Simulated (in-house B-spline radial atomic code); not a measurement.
The numbers below are computed, except where a source is named.
# Sb ion on N atom: potential, deflection and energy transfer

The pair potential comes from two frozen, spherical free-atom densities (PBE, B-spline radial code, scalar-relativistic past argon): electrostatics plus the change in Thomas-Fermi kinetic and Dirac exchange energy where they overlap, the recipe behind the universal ZBL potential, which averages such potentials (from solid-state densities) over many pairs. It is written V = (Z1 Z2 e²/r) φ(r/a), with e² = 14.3996 eV·Å and a = 0.46850 Å/(Z1^0.23 + Z2^0.23); ZBL's fit is φ = 0.18175 e^(−3.1998x) + 0.50986 e^(−0.94229x) + 0.28022 e^(−0.4029x) + 0.02817 e^(−0.20162x). Where φ falls below 4e-4 it is continued as an exponential.

Masses 121.76 and 14.01 u.

| x = r/a | φ, this pair | φ, ZBL |
| --- | --- | --- |
| 0.1 | 0.8835 | 0.8928 |
| 0.5 | 0.6087 | 0.6096 |
| 1.5 | 0.3036 | 0.2995 |
| 3 | 0.1376 | 0.1292 |
| 5 | 0.05706 | 0.05224 |
| 8 | 0.01911 | 0.01705 |
| 12 | 0.005204 | 0.00474 |
| 17 | 0.001173 | 0.001212 |

Task: At x = 1 the electrostatic, kinetic and exchange parts are 13646.54, 5121.21 and -203.09 eV. Find r, V and φ.

Result: a = 0.46850/(2.4703 + 1.5645) = 0.11612 Å, so r = 0.11612 Å. V = 13646.54 + 5121.21 + (-203.09) = 18564.66 eV. The bare repulsion is 51 × 7 × 14.3996/0.11612 = 44272 eV, so φ = 0.4193, +0.7 % against ZBL's 0.4164. The kinetic (Pauli) term is 28 % of V here.

Task: The ion comes in at 429 keV with impact parameter 0.5806 Å. The scattering integral gives a centre-of-mass angle of 1.329° and a closest approach of 5.028 a. What are the reduced energy, the energy passed on and the laboratory angles?

Result: ε = E a M2/(Z1 Z2 e² (M1 + M2)) = 429000 × 2.3308e-06 = 1. The most that one collision can pass on is γE with γ = 4 M1 M2/(M1 + M2)² = 0.3702. Here T = γE sin²(θ/2) = 0.3702 × 429000 × 0.0001344 = 21.35 eV. The ion turns by arctan(sin θ/(cos θ + M1/M2)) = 0.1°, and the struck atom leaves at (180° − θ)/2 = 89.3°. The closest approach is 0.584 Å. With ZBL the angle would be 1.22° and T = 17.9 eV.
